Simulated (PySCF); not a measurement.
A structure optimised at B3LYP-D3(BJ)/def2-TZVPD, used in a PySCF frequency run:

```xyz
3

O     -0.1250    -0.5979     0.0000
O      0.0274     0.7188     0.0000
H      0.7808    -0.9671     0.0000
```
Charge 0, spin multiplicity 2.

Write its SMILES, formula and point group.

[O]O, HO2, Cs

What are its rotational constants (standard atomic weights)?

619.36, 33.817, 32.067 GHz
